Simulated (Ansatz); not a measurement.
Species: CH2N, net charge 0, doublet state. It need not be the lowest isomer of its formula. 
Coordinates optimised at B3LYP-D3(BJ)/def2-TZVP (Ansatz, a quantum-chemistry and plane-wave program):
```
C
N 1 1.2170
H 2 1.0264 1 122.80
H 1 1.0983 2 134.02 3 0.00
```
Charge 0, spin multiplicity 2.

Atomisation energy built up term by term with Ansatz (kcal/mol; UHF references for open shells; valence terms freeze the core; atomic spin-orbit terms are left out). Basis-set limits of correlation are two-point, X^-3; Hartree-Fock from the larger set.

| term | basis | kcal/mol |
|---|---|---|
| Hartree-Fock | def2-QZVPPD | 214.32 |
| CCSD correlation | CBS(def2-TZVPPD,def2-QZVPPD) | 106.46 |
| (T) | CBS(def2-TZVPPD,def2-QZVPPD) | 8.38 |
| CCSDT - CCSD(T) | cc-pVDZ | 0.34 |
| (Q) | cc-pVDZ | 0.56 |
| core correlation | cc-pwCVTZ | 1.61 |
| scalar relativity (X2C) | cc-pVTZ-DK against cc-pVTZ | -0.34 |
| sum: De |  | 331.3 |

(T) makes 2.5 % of the CCSD(T) atomisation energy; under 5 % is typical of single-reference molecules.
